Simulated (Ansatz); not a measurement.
This geometry of C2H5FSi (9 atoms, charge 0, multiplicity 1) is a first-order saddle point.

Computed with RKS PBE0-D4/def2-SVP (Ansatz).

```xyz
9
Properties=species:S:1:pos:R:3
C -0.257 1.011 -0.201
C 0.007 -0.312 0.528
Si 1.395 -1.297 -0.334
F 0.503 -2.516 -0.984
H -0.663 0.845 -1.212
H -0.987 1.634 0.340
H 0.659 1.614 -0.313
H -0.911 -0.921 0.598
H 0.343 -0.103 1.562
```

Question: Which two structures does it join? (They come from a converged band through this point; their orientation in space is the band's.)

Answer: No bond is made or broken. The dihedral C1–C2–Si3–F4 goes from -17 to 180°.

Initial state:

```xyz
9
Properties=species:S:1:pos:R:3
C -0.384 0.801 -0.299
C 0.089 -0.248 0.700
Si 1.184 -1.678 0.090
F 0.891 -1.566 -1.526
H -0.877 0.333 -1.163
H -1.093 1.513 0.152
H 0.461 1.386 -0.694
H -0.775 -0.790 1.147
H 0.592 0.203 1.577
```

Final state:

```xyz
9
Properties=species:S:1:pos:R:3
C -0.478 1.023 -0.304
C 0.034 -0.270 0.321
Si 1.137 -1.350 -0.792
F 1.416 -2.562 0.284
H -1.082 0.828 -1.205
H -1.109 1.599 0.391
H 0.350 1.682 -0.612
H -0.798 -0.920 0.658
H 0.618 -0.076 1.243
```

Question: How far does it lie above each of them?

Answer: 6.2 kJ/mol above the first and 4.7 kJ/mol above the second. This is the barrier of this one path; another mechanism may lie lower.

The run took 48 s on 1 CPU thread of a shared host.
